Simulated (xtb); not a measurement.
Al(F)(OH)(SMe) (CH4AlFOS), SMILES [F][Al]([OH])[S]C. All values are semi-empirical tight-binding results from xtb (GFN2-xTB unless named), good for trends rather than for accurate numbers. The structure is a stationary point at GFN2-xTB. The structure was generated by enumeration; whether it is a known compound was not checked. The values are those of a single conformer.

Optimised geometry:

Bond lengths (Å): Al1–F2 1.652, Al1–O3 1.641, Al1–S5 2.190, O3–H4 0.946, S5–C6 1.837, C6–H7 1.084, C6–H8 1.085, C6–H9 1.085. Bond angles (°): F2–Al1–O3 122.8, F2–Al1–S5 118.5, O3–Al1–S5 118.6, Al1–O3–H4 165.0, Al1–S5–C6 102.3, S5–C6–H7 110.6, S5–C6–H8 107.3, S5–C6–H9 108.3, H7–C6–H8 110.3, H7–C6–H9 110.4, H8–C6–H9 109.9.

For metal compounds this method's bond lengths and energies can be far off.

Computed properties:
```yaml
orbital_gap: 3.21 eV
zero_point_energy: 33.5 kcal/mol
G − E(el) at 298.15 K (modified RRHO): 12.7 kcal/mol
```

Computed atomic charges and the Wiberg bond orders between heavy atoms:
charges (e) Al1 0.47, F2 -0.27, O3 -0.48, H4 0.32, S5 -0.19, C6 -0.06, H7 0.08, H8 0.07, H9 0.07. Bond orders Al1–F2 1.20, Al1–O3 1.34, Al1–S5 1.21, S5–C6 0.97.
